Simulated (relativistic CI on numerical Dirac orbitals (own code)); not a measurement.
Yb⁵⁸⁺: sensitivity of the levels to the model

Base calculation: Dirac-Coulomb-Breit CI, orbitals from a KLI potential per configuration, a model potential for QED, unscaled Slater integrals.

Configuration list (outside the closed core [Ne]): 3s2, 3s.3p, 3p2, 3s.3d, 3d2, 3p.3d, 3p.4s, 3d.4s, 3s.4s, 3s.4p, 3s.4d, 3s.4f, 3s.5s, 3s.5p, 3s.5d, 4s2, 3s.5f, 3s.5g, 3s.6s, 3s.6p, 3s.6d. Levels of other configurations are missing.

Variants: (1) Breit term removed; (2) QED terms removed. Shifts of the energy above 3s2 1S_0, in eV, for the lowest level and the first level of each name with at least 55 % of one term (blank where a level changes its place among those of its configuration and J or its character, or is not in the variant):

| Level | Base | Δ(1) | Δ(2) |
| --- | --- | --- | --- |
| 3s2 1S_0 | 0.000 | 0.000 | 0.000 |
| 3s.3p 3P°_0 | 127.519 | -3.470 | +3.845 |
| 3s.3p 3P°_1 | 142.021 | -3.149 | +3.852 |
| 3p2 3P_0 | 305.979 | -6.965 | +7.717 |
| 3s.3p 3P°_2 | 411.166 | +0.103 | +3.516 |
| 3s.3p 1P°_1 | 446.639 | -0.076 | +3.549 |
| 3p2 1D_2 | 574.657 | -2.497 | +6.901 |
| 3p2 3P_1 | 576.332 | -3.604 | +7.435 |
| 3s.3d 3D_1 | 611.372 | +1.089 | +4.203 |
| 3s.3d 3D_2 | 622.572 | +1.063 | +4.566 |
| 3s.3d 3D_3 | 675.686 | +3.330 | +4.032 |
| 3s.3d 1D_2 | 692.445 | +2.715 | +4.249 |
| 3p.3d 3F°_2 | 749.058 | -2.051 | +8.121 |
| 3p2 3P_2 | 867.539 | -0.026 | +7.074 |

At this charge energies of transitions that change n are usually good to better than 1 %, and those within a shell (Δn = 0) to a few per cent.

Ionisation energy from the two ground configurations alone: base 6111.09 eV; Breit term removed 6116.23 eV; QED terms removed 6115.2 eV. The NIST ASD value (theoretical) is 6111 eV.

LS names give the leading component of a level, which can be under half, so a name can repeat, a term be missing and a line seem to break the LS rules.
